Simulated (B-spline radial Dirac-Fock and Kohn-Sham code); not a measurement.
**Mn⁺: eigenvalues, ΔSCF and the reference**

System: Mn⁺ in the configuration [Ar] 3d5 4s1.

The density-functional columns are spherical, spin-unpolarised Dirac-Kohn-Sham results without Breit or QED terms: −ε is minus the orbital energy of the initial state and ΔSCF the difference of two total energies. The reference in the last column comes from Dirac-Fock (average of configuration) total-energy differences with a finite nucleus, the Breit interaction including its frequency dependence, and self-energy and vacuum-polarisation corrections. All numbers are from a B-spline atomic structure program, in eV; a selection of levels is shown.

| level | PBE −ε | PBE ΔSCF | LDA −ε | LDA ΔSCF | Dirac-Fock |
| --- | --- | --- | --- | --- | --- |
| K | 6436.5 | 6585.5 | 6421.6 | 6570.2 | 6559.8 |
| L1 | 751.9 | 775.4 | 750.2 | 773.9 | 794.0 |
| L2 | 645.1 | 673.5 | 644.7 | 673.2 | 673.1 |
| L3 | 634.7 | 662.7 | 634.3 | 662.4 | 663.0 |
| M2 | 63.67 | 72.12 | 63.65 | 72.11 | 73.17 |
| M3 | 62.40 | 70.80 | 62.37 | 70.78 | 71.93 |
| M4,5 | 14.91 | 22.28 | 15.22 | 22.61 | 19.97 |
| N1 | 11.88 | 15.60 | 12.16 | 15.87 | 14.39 |

Question: Order the estimates of the K (1s) level by their distance from the Dirac-Fock value, nearest first.
A. LDA −ε
B. PBE −ε
C. PBE ΔSCF
D. LDA ΔSCF

Answer: D (10.4 eV), C (25.8 eV), B (123.3 eV), A (138.1 eV).

For the outermost level NIST gives 15.63999 eV (measured); the differences from it are PBE −ε -3.76, PBE ΔSCF -0.04, LDA −ε -3.48, LDA ΔSCF +0.23, Dirac-Fock -1.25 eV.

Values without a named source are computed, but for edge energies of neutral atoms, which are taken from tables.
